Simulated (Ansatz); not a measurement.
C2H7BSeSi (`B/C=C/[Se][SiH3]`). Charge 0, multiplicity 1. All single points use the PBE0-D4/def2-TZVP geometry. It is one conformer, not always the lowest.

```xyz
12

B    -0.763   -0.998    2.488
C    -1.053   -1.059    0.994
C    -0.321   -0.302    0.156
Se   -0.559   -0.267   -1.712
Si    1.083    1.242   -2.210
H    -1.384   -1.650    3.276
H     0.110   -0.275    2.880
H    -1.831   -1.693    0.574
H     0.462    0.340    0.551
H     0.818    2.534   -1.531
H     2.407    0.724   -1.785
H     1.031    1.402   -3.682
```

Question: What is the dipole moment at r2SCAN/def2-TZVPP? (Best estimate.)

Answer: The calculation gave: 2.24 D, with components (0.91, 1.03, -1.78) D in this frame, pointing from negative to positive charge.

Question: And with PBE, B3LYP, ωB97M-V? (An estimate is asked.)

Answer: Computed: PBE 2.39 D, B3LYP 2.17 D, ωB97M-V 1.95 D.

Question: Give the Mulliken charges with r2SCAN, ωB97M-V, PBE in def2-TZVPP. (Estimate.)

Answer: The calculation gave: 
```csv
atom,r2SCAN,ωB97M-V,PBE
B1,-0.02,-0.18,-0.10
C2,-0.21,-0.18,-0.15
C3,0.03,-0.06,-0.01
Se4,-0.01,0.00,0.02
Si5,0.23,0.09,0.15
H6,0.00,0.07,0.01
H7,-0.02,0.05,0.00
H8,0.07,0.10,0.08
H9,0.09,0.11,0.10
H10,-0.04,0.00,-0.02
H11,-0.04,0.00,-0.02
H12,-0.05,0.00,-0.03
```

B3LYP here is the variant with VWN-RPA as its local correlation; programs differ in this.
